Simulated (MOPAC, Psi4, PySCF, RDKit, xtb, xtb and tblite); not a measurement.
Torsional profile of SMILES [SiH3][SiH2]CBr. Scanned: dihedral Si1–Si2–C3–Br4; all other coordinates were relaxed at B3LYP-D3(BJ)/def2-SVP. Points at φ and −φ are mirror images.

Geometry of the scan point at -150° (Å):
```
11

Si    -1.7614     0.4625     0.0801
Si     0.1201    -0.7378    -0.6725
C      1.6307    -0.2211     0.3694
Br     3.3166    -0.3482    -0.6415
H     -1.4841     1.9213    -0.0842
H     -2.9737     0.1071    -0.7148
H     -2.0342     0.1938     1.5239
H      0.3546    -0.3734    -2.0982
H     -0.0717    -2.2135    -0.5761
H      1.7457    -0.8517     1.2614
H      1.5601     0.8256     0.6952
```

- GFN2-xTB, on its own relaxed geometries (the stored frames are those of B3LYP-D3(BJ)/def2-SVP) (xtb and tblite)
- MMFF94 // B3LYP-D3(BJ)/def2-SVP (RDKit)
- PBE0/def2-TZVP // B3LYP-D3(BJ)/def2-SVP (Psi4)
- PBE0-D3(BJ)/def2-TZVP // B3LYP-D3(BJ)/def2-SVP (Psi4)
- PBE/def2-TZVP // B3LYP-D3(BJ)/def2-SVP (Psi4)
- PBE-D3(BJ)/def2-TZVP // B3LYP-D3(BJ)/def2-SVP (Psi4)
- wB97X-D/def2-TZVP // B3LYP-D3(BJ)/def2-SVP (Psi4)
- MP2/cc-pVTZ = Psi4 with DF-MP2 (frozen core)/cc-pVTZ // B3LYP-D3(BJ)/def2-SVP
- HF/cc-pVTZ // B3LYP-D3(BJ)/def2-SVP (Psi4)
- UFF // B3LYP-D3(BJ)/def2-SVP (RDKit)
- AM1, restricted, heats of formation // B3LYP-D3(BJ)/def2-SVP (MOPAC)
- PM3, restricted, heats of formation // B3LYP-D3(BJ)/def2-SVP (MOPAC)
- GFN1-xTB // B3LYP-D3(BJ)/def2-SVP (xtb)
- RKS-B3LYP/6-31G* = restricted B3LYP/6-31G*, spherical d, density fitting // B3LYP-D3(BJ)/def2-SVP in PySCF
- RMP2/6-31G* = restricted MP2 (frozen core)/6-31G*, spherical d // B3LYP-D3(BJ)/def2-SVP (PySCF)
- RKS-B3LYP/LANL2DZ = restricted B3LYP/LANL2DZ, with its core potentials past Ne // B3LYP-D3(BJ)/def2-SVP in PySCF 2.14.0
- RHF/6-31G* = restricted Hartree-Fock/6-31G*, spherical d, density fitting // B3LYP-D3(BJ)/def2-SVP (PySCF)

Least-squares fit of E(φ) = a0 + Σ (a_n cos nφ + b_n sin nφ), n = 1 to 4, to the 12 scan points, in kcal/mol above the lowest point of each profile (levels whose profile four harmonics don't fit are not listed):

| method | a0 | a1 | b1 | a2 | b2 | a3 | b3 | a4 | b4 | rms of fit |
|---|---|---|---|---|---|---|---|---|---|---|
| GFN2-xTB | 0.99 | -0.34 | 0.00 | 0.12 | 0.00 | 0.78 | 0.00 | -0.03 | 0.00 | 0.01 |
| MMFF94 | 1.82 | 1.05 | 0.00 | 0.77 | 0.00 | 1.56 | 0.00 | -0.07 | 0.00 | 0.05 |
| PBE0/def2-TZVP | 1.08 | -0.17 | 0.00 | -0.13 | 0.00 | 1.11 | 0.00 | -0.04 | 0.00 | 0.03 |
| PBE0-D3(BJ)/def2-TZVP | 1.24 | -0.38 | 0.00 | -0.14 | 0.00 | 1.15 | 0.00 | -0.03 | 0.00 | 0.03 |
| PBE/def2-TZVP | 1.10 | -0.10 | 0.00 | -0.15 | 0.00 | 1.05 | 0.00 | -0.04 | 0.00 | 0.03 |
| PBE-D3(BJ)/def2-TZVP | 1.13 | -0.31 | 0.00 | -0.17 | 0.00 | 1.09 | 0.00 | -0.02 | 0.00 | 0.03 |
| wB97X-D/def2-TZVP | 1.22 | -0.29 | 0.00 | -0.07 | 0.00 | 1.14 | 0.00 | -0.04 | 0.00 | 0.03 |
| MP2/cc-pVTZ | 1.45 | -0.47 | 0.00 | -0.12 | 0.00 | 1.31 | 0.00 | -0.03 | 0.00 | 0.02 |
| HF/cc-pVTZ | 1.22 | -0.01 | 0.00 | 0.03 | 0.00 | 1.22 | 0.00 | -0.07 | 0.00 | 0.02 |
| UFF | 1.19 | 0.30 | 0.00 | 0.35 | 0.00 | 1.23 | 0.00 | -0.05 | 0.00 | 0.04 |
| AM1 | 0.54 | -0.43 | 0.00 | -0.30 | 0.00 | 0.45 | 0.00 | -0.02 | 0.00 | 0.02 |
| PM3 | 0.85 | 0.21 | 0.00 | -0.03 | 0.00 | 0.60 | 0.00 | -0.02 | 0.00 | 0.01 |
| GFN1-xTB | 1.45 | -1.34 | 0.00 | -0.46 | 0.00 | 1.01 | 0.00 | 0.00 | 0.00 | 0.04 |
| RKS-B3LYP/6-31G* | 1.21 | 0.05 | 0.00 | -0.10 | 0.00 | 1.04 | 0.00 | -0.06 | 0.00 | 0.02 |
| RMP2/6-31G* | 1.33 | -0.28 | 0.00 | -0.06 | 0.00 | 1.23 | 0.00 | -0.01 | 0.00 | 0.02 |
| RKS-B3LYP/LANL2DZ | 1.19 | 0.10 | 0.00 | -0.12 | 0.00 | 0.96 | 0.00 | -0.05 | 0.00 | 0.02 |
| RHF/6-31G* | 1.12 | -0.04 | 0.00 | 0.04 | 0.00 | 1.12 | 0.00 | -0.08 | 0.00 | 0.02 |

MMFF94 has few fitted parameters for silicon.
